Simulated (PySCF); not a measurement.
From results back to the method.

CH₇BClPSi.
InChI=1S/CH7BClPSi/c1-2(3)4-5/h4H,1,5H3

The closed-shell ground state was solved 7 times with PySCF (density fitting, gas phase), always in the pcSseg-2 basis (299 functions), with these functionals: B3LYP, BHandHLYP, BP86, CAM-B3LYP, HF, LC-wPBE and mPW1PW91. Geometry: PBE0-D3(BJ)/def2-SVP, one conformer, isolated molecule.

```json
{"row": "P", "total energy (Eh)": "-1158.4573", "HOMO (eV)": "-6.40", "LUMO (eV)": "-2.38", "dipole (D)": "1.41"}
{"row": "Q", "total energy (Eh)": "-1155.9213", "HOMO (eV)": "-9.77", "LUMO (eV)": "2.06", "dipole (D)": "1.66"}
{"row": "R", "total energy (Eh)": "-1158.3008", "HOMO (eV)": "-8.31", "LUMO (eV)": "-0.38", "dipole (D)": "1.53"}
{"row": "S", "total energy (Eh)": "-1157.9837", "HOMO (eV)": "-9.92", "LUMO (eV)": "0.74", "dipole (D)": "1.60"}
{"row": "T", "total energy (Eh)": "-1158.4153", "HOMO (eV)": "-7.16", "LUMO (eV)": "-1.60", "dipole (D)": "1.44"}
{"row": "U", "total energy (Eh)": "-1158.3830", "HOMO (eV)": "-7.40", "LUMO (eV)": "-1.43", "dipole (D)": "1.50"}
{"row": "V", "total energy (Eh)": "-1158.3306", "HOMO (eV)": "-8.61", "LUMO (eV)": "-0.32", "dipole (D)": "1.51"}
```

Question: Which functional belongs to which row?

Answer: P = BP86, Q = HF, R = BHandHLYP, S = LC-wPBE, T = B3LYP, U = mPW1PW91, V = CAM-B3LYP. By rising HOMO–LUMO gap: BP86 (GGA) 4.02 eV; B3LYP (global hybrid, 20 % exact exchange) 5.56 eV; mPW1PW91 (global hybrid, 25 % exact exchange) 5.97 eV; BHandHLYP (global hybrid, 50 % exact exchange) 7.93 eV; CAM-B3LYP (range-separated hybrid) 8.29 eV; LC-wPBE (range-separated hybrid) 10.66 eV; HF (all exact exchange) 11.83 eV. Total energies of different functionals aren't bounds to one another; each is stationary for its own functional.

The values belong to the conformer `[CH3:1][B:2]([Cl:3])[PH:4][SiH3:5]`: C1–B2–P4–Si5 137°.
